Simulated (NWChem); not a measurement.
**Correlation energy of Br**

```
Br
```
Charge 0, spin multiplicity 2.

Program: NWChem.

Basis set: 6-311G**. Each correlation energy counts from its own Hartree-Fock reference.

```
method           correlation energy (mHa)
---------------  ------------------------
CCSD on UHF                        -253.6
CCSD(T) on ROHF                    -260.5
CCSD[T] on UHF                     -257.2
CCSD on ROHF                       -257.1
CCSD[T] on ROHF                    -260.7
UMP2                               -251.6
CCSD(T) on UHF                     -256.9
SCS-UMP2                           -229.8
```

The values span 30.9 mHa, from CCSD[T] on ROHF (lowest) to SCS-UMP2 (highest). 

The Hamiltonian is non-relativistic. The correlated methods keep 9 core orbitals frozen. The Pople sets run with spherical d functions. No SCF solution was tested for a lower state. Open-shell Hartree-Fock references start from PBE0 orbitals. No row is a measurement; the coupled-cluster row has its own basis-set and correlation limits.
